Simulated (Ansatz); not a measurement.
Coupled-cluster run, Cl₂H₂NOTa (`[NH2][Ta](=[O])([Cl])[Cl]`).

```yaml
crystal:
  periodic: [false, false, false]
  atoms:
    - {symbol: N, position_ang: [-0.503564, 0.716354, 0.853650]}
    - {symbol: Ta, position_ang: [0.363572, -0.447883, -0.448523]}
    - {symbol: O, position_ang: [1.715274, -1.051062, 0.400240]}
    - {symbol: Cl, position_ang: [-1.045066, -2.177414, -1.038876]}
    - {symbol: Cl, position_ang: [1.051779, 0.773682, -2.281064]}
    - {symbol: H, position_ang: [-1.348861, 1.242094, 0.675555]}
    - {symbol: H, position_ang: [-0.171934, 0.876230, 1.793418]}
basis:
  gaussian: {orbitals: def2-SVP}
correlation: {method: ccsd_t}
```

```sh
$ ansatz run in.yaml --threads 4 --pin off --events-out ev --progress --plain --max-ram 10444MiB
```

Output of Ansatz, abridged:

```
Functional definition: HF
1006 factors; integrals over basis functions are off by at most 1.2e-3 eV
mean field evaluation 1: about -30078.9712 eV, gradient 6.3e1 eV
mean field evaluation 2: about -30079.0973 eV, gradient 6.3e1 eV
mean field evaluation 4: about -30087.4963 eV, gradient 7.9e0 eV
mean field evaluation 8: about -30087.6609 eV, gradient 7.3e-1 eV
mean field -30087.66247332 eV, -1105.7012017442 hartree, gradient 2.6e-6 eV, S^2 0.000000; 0 other end points of the search recorded, 0 dependent functions left out
12 core orbitals not correlated: weight in the atoms' cores, before any rotation towards them, 1.000 or more for the frozen orbitals, at most 0.000 for the correlated occupied ones
reference -30087.66247332 eV, -1105.7012017442 hartree; 20, 20 occupied and 74, 74 virtual orbitals, 1006 factors
second order -25.40297601 eV of doubles, -0.00000000 eV of singles
cycle   1  -24.05324482 eV  change     1.3e0 eV  update   2.3e-1
cycle   2  -25.06057072 eV  change    -1.0e0 eV  update   1.4e-1
cycle   3  -25.29582496 eV  change   -2.4e-1 eV  update   3.6e-2
cycle   4  -25.31087508 eV  change   -1.5e-2 eV  update   1.3e-2
cycle   5  -25.29588316 eV  change    1.5e-2 eV  update   3.5e-3
cycle   6  -25.29775363 eV  change   -1.9e-3 eV  update   1.6e-3
cycle   7  -25.29716847 eV  change    5.9e-4 eV  update   5.7e-4
cycle   8  -25.29703245 eV  change    1.4e-4 eV  update   2.2e-4
cycle   9  -25.29722547 eV  change   -1.9e-4 eV  update   7.7e-5
cycle  10  -25.29723505 eV  change   -9.6e-6 eV  update   3.2e-5
perturbative correction -1.01624232 eV, -0.0373462164 hartree
Total energy: -30113.97595069 eV, -1106.6682042017 hartree
```

Run time 10 s (4 threads of an Arm Neoverse V1 on a shared host); peak host memory 0.53 GiB.

MP2 recovers 96.5 % of the CCSD(T) correlation energy and the triples give 3.9 %; T1 = 0.0197.
